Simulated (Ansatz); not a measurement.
A search over several starts for the lowest SCF solution of the cluster Mn₃⁻ at the given spin, in a small basis.

```yaml
crystal:
  periodic: [false, false, false]
  atoms:
    - {symbol: Mn, position_ang: [1.070221, -0.411735, -0.954918]}
    - {symbol: Mn, position_ang: [-1.150680, 0.804300, -0.505666]}
    - {symbol: Mn, position_ang: [0.080458, -0.392565, 1.460595]}
basis:
  gaussian: {orbitals: def2-SVP, initial_orbitals: start.molden}
total_charge: -1
magnetization: {spin_polarized: true, initial_magnetization: 10}
hamiltonian: {xc: pbe0, dispersion: d4}
output: {orbitals: {seedname: orbitals}}
```

The file start.molden holds the orbitals of an earlier run on this structure, at another level or in another basis.

```sh
$ ansatz run in.yaml --threads 4 --pin off --events-out ev --progress --plain --max-ram 3916MiB
```

Output, abridged:

```
Functional definition: PBE0
1062 factors; integrals over basis functions are off by at most 7.7e-4 eV
mean field evaluation 1: about -93925.4403 eV, gradient 7.6e0 eV
mean field evaluation 2: about -93926.4293 eV, gradient 1.7e0 eV
mean field evaluation 4: about -93926.6736 eV, gradient 1.0e-1 eV
mean field evaluation 8: about -93926.7135 eV, gradient 1.9e0 eV
mean field evaluation 16: about -93927.1282 eV, gradient 2.6e-1 eV
mean field evaluation 32: about -93919.5578 eV, gradient 3.5e1 eV
mean field evaluation 64: about -93921.7033 eV, gradient 2.1e1 eV
mean field evaluation 96: about -93910.8930 eV, gradient 2.3e1 eV
mean field evaluation 128: about -93900.2808 eV, gradient 2.4e1 eV
mean field evaluation 160: about -93906.5132 eV, gradient 2.1e1 eV
mean field evaluation 192: about -93899.6075 eV, gradient 2.6e1 eV
mean field evaluation 224: about -93899.3155 eV, gradient 2.4e1 eV
mean field evaluation 256: about -93909.9444 eV, gradient 2.2e1 eV
mean field evaluation 288: about -93917.5885 eV, gradient 2.2e1 eV
mean field evaluation 320: about -93903.1488 eV, gradient 2.8e1 eV
mean field evaluation 352: about -93903.1298 eV, gradient 3.0e1 eV
mean field evaluation 384: about -93926.7912 eV, gradient 3.8e-1 eV
mean field evaluation 416: about -93871.9013 eV, gradient 1.1e2 eV
mean field evaluation 448: about -93927.1286 eV, gradient 2.8e-6 eV
mean field evaluation 480: about -93927.1287 eV, gradient 1.5e-6 eV
mean field evaluation 512: about -93927.0384 eV, gradient 2.8e0 eV
mean field evaluation 544: about -93927.6270 eV, gradient 9.0e-3 eV
mean field evaluation 576: about -93927.1265 eV, gradient 1.5e-1 eV
mean field evaluation 608: about -93927.5989 eV, gradient 1.5e-1 eV
mean field evaluation 640: about -93926.9920 eV, gradient 9.6e0 eV
mean field evaluation 672: about -93927.5227 eV, gradient 8.2e-1 eV
mean field evaluation 704: about -93927.6274 eV, gradient 6.5e-3 eV
mean field evaluation 736: about -93927.5359 eV, gradient 1.0e0 eV
mean field evaluation 768: about -93926.9555 eV, gradient 1.4e1 eV
mean field evaluation 800: about -93927.5220 eV, gradient 8.1e-1 eV
mean field evaluation 832: about -93927.6271 eV, gradient 4.8e-2 eV
mean field evaluation 864: about -93927.6271 eV, gradient 2.4e-2 eV
mean field evaluation 896: about -93927.6282 eV, gradient 1.2e-1 eV
mean field -93927.62857682 eV, -3451.7766837646 hartree, gradient 3.8e-6 eV, S^2 32.119263; 34 other end points of the search recorded, 0 dependent functions left out
reference -93927.62859776 eV, -3451.7766845344 hartree; 43, 33 occupied and 50, 60 virtual orbitals, 1062 factors
Total energy: -93927.70273726 eV, -3451.7794091106 hartree
```

It took 2.6 min on 4 threads of Arm Neoverse V2 on a shared host.

Other converged states that the search met: 0.50 eV higher (⟨S²⟩ = 32.52).

The charge -1 multiplicity 11 is spin-contaminated (final ⟨S²⟩ up to 32.12, 30.00 for a pure state). The geometry of the multiplicity 11 was relaxed on an unsound state (⟨S²⟩ 33.20, where a pure state has 30.00). At PBE0-D4/def2-TZVPD a multiplicity 13 of charge -1 lies 1.43 eV below the multiplicity 11, each at its own geometry. That multiplicity 13 is doubtful there (⟨S²⟩ 43.77, where a pure state has 42.00). The structure comes from a short search, and lower isomers may exist.
